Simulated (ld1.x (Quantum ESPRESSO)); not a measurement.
O: one change to a TM semilocal potential, before and after

- Element: O (Z = 8)
- Generator: ld1.x (Quantum ESPRESSO) 7.5
- Type: norm-conserving Troullier–Martins (semilocal form)
- Functional: LDA (PZ)
- Relativity: scalar-relativistic
- Frozen core: [He]
- Valence charge: 6
- Reference configuration: 2s2 2p4
- Partial waves: 2p (bound): rc 1.50 bohr; 2s (bound): rc 0.65 bohr
- Local potential: the s channel
- Core correction: none

Change: all radii scaled by about 1.06 (s 0.68, p 1.60 bohr).

Cutoffs: the cutoffs (Ry, on a coarse ladder) from which the occupation-weighted sum of valence levels, in a spherical-Bessel basis at the reference potential, stays within 10 and 1 mRy of its value at 400 Ry; they do not see the model core or the augmentation charge, which bear on the density cutoff. Errors are all-electron minus pseudo energies relative to the spin-unpolarised reference configuration.

**Question.** How do hardness, ghosts and transferability respond?

**Answer.** The potential gets softer (140 Ry and 300 Ry → 100 Ry and 200 Ry); of the 9 tests that both files solve, the error grows in 4 and shrinks in 2 by more than 15 % and 0.3 meV (median size 80.3 → 75.4 meV); neither file shows a bound ghost. A larger radius leaves more room for a smooth pseudo-wave, so fewer plane waves are needed. A semilocal file is local in each channel, so a ghost entry of none says nothing of the separable form that plane-wave codes build from it.

| quantity | base | changed |
| --- | --- | --- |
| cutoff, loose | 140 Ry | 100 Ry |
| cutoff, tight | 300 Ry | 200 Ry |
| loose cutoff by channel (10 mRy a level) | p 50 Ry, s 80 Ry | p 45 Ry, s 70 Ry |
| bound ghosts | none | none |
| error for 2s2 2p3, meV [ΔE 16.58 eV] | +3.0 | +5.3 |
| error for 2s2 2p2, meV [ΔE 50.29 eV] | +124 | +172 |
| error for 2s2 2p1, meV [ΔE 104.26 eV] | +708 | +938 |
| error for 2s1 2p5, meV [ΔE 14.58 eV] | +20 | +18 |
| error for 2s2 2p4.3, meV [ΔE -2.17 eV] | -0.6 | -0.8 |
| error for 2s0 2p6, meV [ΔE 29.23 eV] | +80 | +75 |
| error for 2s1 2p4, meV [ΔE 31.42 eV] | -44 | -68 |
| error for 2s2 2p4 (spin-polarised), meV [ΔE -1.41 eV] | +97 | +82 |
| error for 2s2 2p3 (spin-polarised), meV [ΔE 12.57 eV] | +293 | +239 |
